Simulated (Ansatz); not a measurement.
An input meant for Dy(NH2)3 (DyN₃H₆) (charge 0, sextet).

```yaml
crystal:
  periodic: [true, true, true]
  atoms:
    - {symbol: Dy, position_ang: [-0.038987, -0.011297, -0.062070]}
    - {symbol: N, position_ang: [2.052343, 0.407570, -0.022035]}
    - {symbol: H, position_ang: [2.823777, -0.262882, 0.006091]}
    - {symbol: H, position_ang: [2.498352, 1.327494, -0.003770]}
    - {symbol: N, position_ang: [-1.397651, 1.651065, -0.015636]}
    - {symbol: H, position_ang: [-2.419612, 1.633275, 0.012571]}
    - {symbol: H, position_ang: [-1.155303, 2.644426, 0.006357]}
    - {symbol: N, position_ang: [-0.668832, -2.064237, 0.005876]}
    - {symbol: H, position_ang: [-0.071384, -2.893646, 0.038634]}
    - {symbol: H, position_ang: [-1.622685, -2.431776, 0.033973]}
basis:
  gaussian: {orbitals: def2-mTZVP}
magnetization: {spin_polarized: true, initial_magnetization: 5}
hamiltonian: {xc: {name: r2SCAN0}}
scf: {lower_state_search: off}
output: {forces: true}
```

```sh
$ ansatz run in.yaml --threads 4 --pin off --events-out ev --progress --plain --max-ram 8704MiB
```

It prints (some lines left out):

```
Error: YAML parse error: error: line 2 column 3: crystal: missing field `lattice` (a structure is typed as `lattice` and `atoms`, a molecule's as `atoms` in Å alone, or read from a run's directory, `checkpoint`)
 --> <input>:2:3
1 | crystal:
2 |   periodic: [true, true, true]
3 |   atoms:
4 |     - {symbol: Dy, position_ang: [-0.038987, -0.011297, -0.062070]}
```

(1) Something in this input is off. What?

Results:

(1) The species is marked periodic without a cell. The input was rejected before any iteration.
